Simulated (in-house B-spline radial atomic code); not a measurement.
Co³⁺ is squeezed into an impenetrable sphere of radius R (the orbitals vanish at R). Caution: exact exchange at fractional occupations of open shells leaves self-interaction of up to several eV. Level of theory: non-relativistic PBE0, spin-polarised, spherical fractional occupations, point nucleus; calculated with a B-spline radial code for spherical atoms.

Energies in eV above the free ion in [Ar] 3d6:

```json
{"R (bohr)": "9.16", "highest level (eV)": "-40.6", "[Ar] 3d6": "0", "[Ne] 3s2 3p5 3d7": "61.96", "-dE/dV in [Ar] 3d6 (GPa)": "2.95e-08"}
{"R (bohr)": "5.52", "highest level (eV)": "-40.6", "[Ar] 3d6": "0.0007758", "[Ne] 3s2 3p5 3d7": "61.96", "-dE/dV in [Ar] 3d6 (GPa)": "0.00675"}
{"R (bohr)": "4.86", "highest level (eV)": "-40.6", "[Ar] 3d6": "0.005842", "[Ne] 3s2 3p5 3d7": "61.97", "-dE/dV in [Ar] 3d6 (GPa)": "0.0646"}
{"R (bohr)": "3.92", "highest level (eV)": "-40.4", "[Ar] 3d6": "0.09769", "[Ne] 3s2 3p5 3d7": "62.07", "-dE/dV in [Ar] 3d6 (GPa)": "1.62"}
{"R (bohr)": "3.87", "highest level (eV)": "-40.4", "[Ar] 3d6": "0.1132", "[Ne] 3s2 3p5 3d7": "62.09", "-dE/dV in [Ar] 3d6 (GPa)": "1.92"}
{"R (bohr)": "2.96", "highest level (eV)": "-39", "[Ar] 3d6": "1.625", "[Ne] 3s2 3p5 3d7": "63.81", "-dE/dV in [Ar] 3d6 (GPa)": "46.9"}
{"R (bohr)": "2.61", "highest level (eV)": "-37.1", "[Ar] 3d6": "4.597", "[Ne] 3s2 3p5 3d7": "67.13", "-dE/dV in [Ar] 3d6 (GPa)": "175"}
{"R (bohr)": "2.03", "highest level (eV)": "-27.3", "[Ar] 3d6": "28.69", "[Ne] 3s2 3p5 3d7": "93.12", "-dE/dV in [Ar] 3d6 (GPa)": "2000"}
{"R (bohr)": "1.61", "highest level (eV)": "-3.25", "[Ar] 3d6": "124.9", "[Ne] 3s2 3p5 3d7": "192.9", "-dE/dV in [Ar] 3d6 (GPa)": "15200"}
{"R (bohr)": "1.24", "highest level (eV)": "58.6", "[Ar] 3d6": "515.6", "[Ne] 3s2 3p5 3d7": "586.5", "-dE/dV in [Ar] 3d6 (GPa)": "116000"}
```

Problem. Does [Ne] 3s2 3p5 3d7 fall below [Ar] 3d6 under compression?

Solution. No, it stays above over the whole range.

The highest level is first positive in the row R = 1.24 bohr, pushed up by confinement above the zero of the free ion's potential. Each configuration is held fixed and needn't be the lowest in the sphere.
